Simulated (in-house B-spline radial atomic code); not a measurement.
## S: [Ne] 3s2 3p3 4p1 (an excited or competing configuration)

Method: non-relativistic wB97X, spin-polarised, spherical fractional occupations, point nucleus. Calculated with an all-electron radial atomic-structure program (B-spline basis).

Z_r = [3n² - l(l+1)]/(2<r>); Z_e = n√(-2ε); the last column is Slater's effective charge. Values are occupation-weighted means over spin.

```tsv
shell	electrons	ε (eV)	<r> (bohr)	Z_r	Z_e	Slater
1s	2	-2427.2	0.09724	15.43	13.36	15.70
2s	2	-227.98	0.4798	12.51	8.19	11.85
2p	6	-172.42	0.4425	11.30	7.12	11.85
3s	2	-28.369	1.661	8.13	4.33	5.80
3p	3	-18.579	1.854	6.74	3.51	5.80
4p	1	-0.83486	9.563	2.41	0.99	1.75
```

The least bound orbital is 4p up at -0.8349 eV, and it is also the most diffuse (<r> = 9.563 bohr).

Caution: exact exchange at fractional occupations of open shells leaves self-interaction of up to several eV.
